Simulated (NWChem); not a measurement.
All runs are NWChem calculations. System: H5BN (+1), charge 1, spin multiplicity 1, at a geometry optimised with PBE0/def2-SVP. The structure started from a generated list of species. Level: TD-PBE0/def2-SVPD.

Job file:

```
start mol
memory heap 200 mb stack 900 mb global 1100 mb
charge 1
geometry units angstroms nocenter noautoz noautosym
  B      0.908213     0.100809     0.007802
  N     -0.624110    -0.073863    -0.021623
  H      1.544650    -0.891691     0.198666
  H      1.303674     1.220206    -0.124614
  H     -0.980171     0.089805     0.936826
  H     -0.934429    -1.020079    -0.281891
  H     -1.106016     0.614754    -0.616637
end
basis spherical
  * library def2-svpd
end
dft
  xc pbe0
  semidirect memsize 60000000 filesize 0
  iterations 100
end
tddft
  rpa
  nroots 6
  notriplet
  thresh 1e-4
end
task tddft energy
```

NWChem printed:

```
             Northwest Computational Chemistry Package (NWChem) 7.3.0
             --------------------------------------------------------

                                NWChem Input Module
                                -------------------

 Scaling coordinates for geometry "geometry" by  1.889725989
 (inverse scale =  0.529177249)

                             Geometry "geometry" -> ""
                             -------------------------

 Output coordinates in angstroms (scale by  1.889725989 to convert to a.u.)

  No.       Tag          Charge          X              Y              Z
 ---- ---------------- ---------- -------------- -------------- --------------
    1 B                    5.0000     0.90821300     0.10080900     0.00780200
    2 N                    7.0000    -0.62411000    -0.07386300    -0.02162300
    3 H                    1.0000     1.54465000    -0.89169100     0.19866600
    4 H                    1.0000     1.30367400     1.22020600    -0.12461400
    5 H                    1.0000    -0.98017100     0.08980500     0.93682600
    6 H                    1.0000    -0.93442900    -1.02007900    -0.28189100
    7 H                    1.0000    -1.10601600     0.61475400    -0.61663700

 Effective nuclear repulsion energy (a.u.)      36.4247685017

            Nuclear Dipole moment (a.u.)
            ----------------------------
        X                 Y               Z
 ---------------- ---------------- ----------------
     0.0000056692    -0.0000018897    -0.0000018897


 Summary of "ao basis" -> "" (spherical)
 ------------------------------------------------------------------------------
       Tag                 Description            Shells   Functions and Types
 ---------------- ------------------------------  ------  ---------------------
 *                         def2-svpd                  on all atoms

                                 NWChem DFT Module
                                 -----------------

 Summary of "ao basis" -> "ao basis" (spherical)
 ------------------------------------------------------------------------------
       Tag                 Description            Shells   Functions and Types
 ---------------- ------------------------------  ------  ---------------------
 B                         def2-svpd                 8       20   4s2p2d
 N                         def2-svpd                 8       20   4s2p2d
 H                         def2-svpd                 4        8   2s2p

 Summary of "ao basis" -> "ao basis" (spherical)
 ------------------------------------------------------------------------------
       Tag                 Description            Shells   Functions and Types
 ---------------- ------------------------------  ------  ---------------------
 B                         def2-svpd                 8       20   4s2p2d
 N                         def2-svpd                 8       20   4s2p2d
 H                         def2-svpd                 4        8   2s2p

            General Information
            -------------------
          SCF calculation type: DFT
          Wavefunction type:  closed shell.
          No. of atoms     :     7
          No. of electrons :    16
           Alpha electrons :     8
            Beta electrons :     8
          Charge           :     1
          Spin multiplicity:     1
          Use of symmetry is: off; symmetry adaption is: off
          Maximum number of iterations: 100
          AO basis - number of functions:    80
                     number of shells:    36
          Convergence on energy requested:  1.00D-06
          Convergence on density requested:  1.00D-05
          Convergence on gradient requested:  5.00D-04

              XC Information
              --------------
                         PBE0 Method XC Functional
                     Hartree-Fock (Exact) Exchange  0.250
          PerdewBurkeErnzerhof Exchange Functional  0.750
            Perdew 1991 LDA Correlation Functional  1.000 local
           PerdewBurkeErnz. Correlation Functional  1.000 non-local

             Grid Information
             ----------------
          Grid used for XC integration:  medium
          Radial quadrature: Mura-Knowles
          Angular quadrature: Lebedev.
          Tag              B.-S. Rad. Rad. Pts. Rad. Cut. Ang. Pts.
          ---              ---------- --------- --------- ---------
          B                   0.85       49           8.0       434
          N                   0.65       49           8.0       434
          H                   0.35       45          10.0       434
          Grid pruning is: on
          Number of quadrature shells:   323
          Spatial weights used:  Erf1

          Convergence Information
          -----------------------
          Convergence aids based upon iterative change in
          total energy or number of iterations.
          Levelshifting, if invoked, occurs when the
          HOMO/LUMO gap drops below (HL_TOL):  1.00D-02
          DIIS, if invoked, will attempt to extrapolate
          using up to (NFOCK): 10 stored Fock matrices.

                    Damping( 0%)  Levelshifting(0.5)       DIIS
                  --------------- ------------------- ---------------
          dE  on:    start            ASAP                start
          dE off:    2 iters        100 iters           100 iters

      Screening Tolerance Information
      -------------------------------
          Density screening/tol_rho:  1.00D-10
          AO Gaussian exp screening on grid/accAOfunc:  14
          CD Gaussian exp screening on grid/accCDfunc:  20
[...]
     2   0 0 2     -7.159005     -6.071964     -6.071964      4.984923

                                NWChem TDDFT Module
                                -------------------

            General Information
            -------------------
           No. of orbitals :     160
            Alpha orbitals :      80
             Beta orbitals :      80
        Alpha frozen cores :       0
         Beta frozen cores :       0
     Alpha frozen virtuals :       0
      Beta frozen virtuals :       0
         Spin multiplicity :       1
    Number of AO functions :      80
        Use of symmetry is : off
      Symmetry adaption is : off
         Schwarz screening :  0.10D-07

              XC Information
              --------------
                  PBE0 Method XC Functional
              Hartree-Fock (Exact) Exchange   0.25
   PerdewBurkeErnzerhof Exchange Functional   0.75
     Perdew 1991 LDA Correlation Functional   1.00 local
    PerdewBurkeErnz. Correlation Functional   1.00 non-local

             TDDFT Information
             -----------------
          Calculation type : TDDFT
         Wavefunction type : Restricted singlets
          No. of electrons :      16
           Alpha electrons :       8
            Beta electrons :       8
              No. of roots :       6
          Max subspacesize :    5200
            Max iterations :     100
               Target root :       1
           Target symmetry : none
      Symmetry restriction : off
                 Algorithm : Optimal
        Davidson threshold :  0.10D-03

            Memory Information
            ------------------
          Available GA space size is         144172800 doubles
          Available MA space size is          50656252 doubles
          Length of a trial vector is          576
          Algorithm : Incore multiple tensor contraction
          Estimated peak GA usage is          12320512 doubles
          Estimated peak MA usage is             25800 doubles

    6 smallest eigenvalue differences (eV)
--------------------------------------------------------
  No. Spin  Occ  Vir  Irrep   E(Occ)    E(Vir)   E(Diff)
--------------------------------------------------------
    1    1    8    9 a        -0.593    -0.289     8.261
    2    1    7    9 a        -0.654    -0.289     9.933
    3    1    8   10 a        -0.593    -0.199    10.707
    4    1    7   10 a        -0.654    -0.199    12.378
    5    1    8   11 a        -0.593    -0.133    12.510
    6    1    8   12 a        -0.593    -0.130    12.594
--------------------------------------------------------

  Entering Davidson iterations
  Restricted singlet excited states

  Iter   NTrls   NConv    DeltaV     DeltaE      Time
  ----  ------  ------  ---------  ---------  ---------
    1      6       0     0.13E+00   0.10+100        5.8
    2     18       0     0.32E-01   0.76E-02       10.0
    3     30       0     0.99E-02   0.49E-03        9.8
    4     42       0     0.45E-02   0.44E-04        9.6
    5     54       1     0.20E-02   0.60E-05       10.0
    6     64       3     0.81E-03   0.98E-06        8.6
    7     70       3     0.35E-03   0.11E-06        6.3
    8     76       4     0.12E-03   0.18E-07        6.4
    9     80       6     0.93E-04   0.23E-08        5.0
  ----  ------  ------  ---------  ---------  ---------
  Convergence criterion met

  Ground state a         -82.173511754778 a.u.

  ----------------------------------------------------------------------------
  Root   1 singlet a              0.222766404 a.u.                6.0618 eV
  ----------------------------------------------------------------------------
     Transition Moments    X -0.00147   Y  0.01067   Z -0.00242
     Transition Moments   XX  0.00432  XY -0.00579  XZ  0.14213
     Transition Moments   YY -0.34252  YZ -1.07298  ZZ  0.33765
     Dipole Oscillator Strength                    0.0000181053
     Electric Quadrupole                           0.0000000758
     Magnetic Dipole                               0.0000036142
     Total Oscillator Strength                     0.0000217953

          sigma_e =   1.3385 Angstrom
          sigma_h =   1.2840 Angstrom
         |d_h->e| =   0.2848 Angstrom
            d_exc =   1.8799 Angstrom
            d_CD1 =   0.3393 Angstrom
            d_CD2 =  -1.0264 Angstrom
            d_CD3 =   2.1647 Angstrom
     Pearson C.C. =  -0.0037

     Occ.    8  a   ---  Virt.    9  a    0.99895 X
  ----------------------------------------------------------------------------
  Root   2 singlet a              0.296084232 a.u.                8.0569 eV
  ----------------------------------------------------------------------------
     Transition Moments    X  0.02130   Y -0.06738   Z -0.45519
     Transition Moments   XX  0.21314  XY -0.23962  XZ -1.77474
     Transition Moments   YY -0.13320  YZ -0.17845  ZZ -0.02846
     Dipole Oscillator Strength                    0.0418848327
     Electric Quadrupole                           0.0000004521
     Magnetic Dipole                               0.0000057601
     Total Oscillator Strength                     0.0418910448

          sigma_e =   1.3501 Angstrom
          sigma_h =   1.3563 Angstrom
         |d_h->e| =   0.0452 Angstrom
            d_exc =   1.9342 Angstrom
            d_CD1 =   0.0515 Angstrom
            d_CD2 =  -1.3080 Angstrom
            d_CD3 =   1.9794 Angstrom
     Pearson C.C. =  -0.0209

     Occ.    5  a   ---  Virt.    9  a   -0.06629 X
     Occ.    6  a   ---  Virt.    9  a    0.06902 X
     Occ.    7  a   ---  Virt.    9  a    0.99363 X
  ----------------------------------------------------------------------------
  Root   3 singlet a              0.344212845 a.u.                9.3665 eV
  ----------------------------------------------------------------------------
     Transition Moments    X  0.01404   Y -0.13171   Z  0.01998
     Transition Moments   XX  0.11754  XY -0.54389  XZ  0.10106
     Transition Moments   YY -0.19927  YZ -0.14431  ZZ  0.07259
     Dipole Oscillator Strength                    0.0041177258
     Electric Quadrupole                           0.0000000774
     Magnetic Dipole                               0.0000029500
     Total Oscillator Strength                     0.0041207532

          sigma_e =   2.1955 Angstrom
          sigma_h =   1.3000 Angstrom
         |d_h->e| =   1.8590 Angstrom
            d_exc =   3.1423 Angstrom
            d_CD1 =   2.7546 Angstrom
            d_CD2 =   0.1113 Angstrom
            d_CD3 =   5.0013 Angstrom
     Pearson C.C. =   0.0161

     Occ.    8  a   ---  Virt.   10  a   -0.99667 X
     Occ.    8  a   ---  Virt.   16  a   -0.05696 X
  ----------------------------------------------------------------------------
  Root   4 singlet a              0.408376570 a.u.               11.1125 eV
  ----------------------------------------------------------------------------
     Transition Moments    X -0.26841   Y -0.07689   Z  0.00535
     Transition Moments   XX -0.30578  XY -0.40478  XZ -0.27785
     Transition Moments   YY  0.70626  YZ -0.03306  ZZ  0.57833
     Dipole Oscillator Strength                    0.0212317616
     Electric Quadrupole                           0.0000001980
     Magnetic Dipole                               0.0000002202
     Total Oscillator Strength                     0.0212321797

          sigma_e =   2.1277 Angstrom
          sigma_h =   1.3301 Angstrom
         |d_h->e| =   1.8677 Angstrom
            d_exc =   2.9960 Angstrom
            d_CD1 =   2.6653 Angstrom
            d_CD2 =   0.1388 Angstrom
            d_CD3 =   4.8638 Angstrom
     Pearson C.C. =   0.1428

     Occ.    7  a   ---  Virt.   10  a    0.87106 X
     Occ.    8  a   ---  Virt.   11  a   -0.20205 X
     Occ.    8  a   ---  Virt.   12  a    0.43626 X
  ----------------------------------------------------------------------------
  Root   5 singlet a              0.409336308 a.u.               11.1386 eV
  ----------------------------------------------------------------------------
     Transition Moments    X  0.09068   Y -0.23081   Z  0.04612
     Transition Moments   XX  0.30338  XY -1.01125  XZ  0.28005
     Transition Moments   YY -0.28676  YZ  0.21083  ZZ -0.15067
     Dipole Oscillator Strength                    0.0173616863
     Electric Quadrupole                           0.0000004533
     Magnetic Dipole                               0.0000025593
     Total Oscillator Strength                     0.0173646989

          sigma_e =   1.9702 Angstrom
          sigma_h =   1.3033 Angstrom
         |d_h->e| =   1.8794 Angstrom
            d_exc =   3.0030 Angstrom
            d_CD1 =   2.5463 Angstrom
            d_CD2 =   0.2427 Angstrom
            d_CD3 =   4.8824 Angstrom
     Pearson C.C. =   0.0185

     Occ.    7  a   ---  Virt.   10  a   -0.15326 X
     Occ.    8  a   ---  Virt.   11  a   -0.97440 X
     Occ.    8  a   ---  Virt.   12  a   -0.14368 X
  ----------------------------------------------------------------------------
  Root   6 singlet a              0.417004677 a.u.               11.3473 eV
  ----------------------------------------------------------------------------
     Transition Moments    X -0.64079   Y -0.04067   Z  0.04007
     Transition Moments   XX -0.44104  XY  0.18500  XZ  0.47131
     Transition Moments   YY -0.47997  YZ  0.17524  ZZ  0.17649
     Dipole Oscillator Strength                    0.1150562166
     Electric Quadrupole                           0.0000001632
     Magnetic Dipole                               0.0000005467
     Total Oscillator Strength                     0.1150569265

          sigma_e =   2.1074 Angstrom
          sigma_h =   1.3081 Angstrom
         |d_h->e| =   1.9369 Angstrom
            d_exc =   3.2702 Angstrom
            d_CD1 =   2.7361 Angstrom
            d_CD2 =   0.2291 Angstrom
            d_CD3 =   5.2071 Angstrom
     Pearson C.C. =  -0.1434

     Occ.    7  a   ---  Virt.   10  a    0.45198 X
     Occ.    8  a   ---  Virt.   11  a    0.05866 X
     Occ.    8  a   ---  Virt.   12  a   -0.88401 X

              Target root =      1
          Target symmetry = none
      Ground state energy =    -82.173511754778
        Excitation energy =      0.222766404353
     Excited state energy =    -81.950745350425

  stored tddft:energy   -81.950745350425109

 Task  times  cpu:       75.8s     wall:       75.8s

 Total times  cpu:       75.9s     wall:       75.9s
```
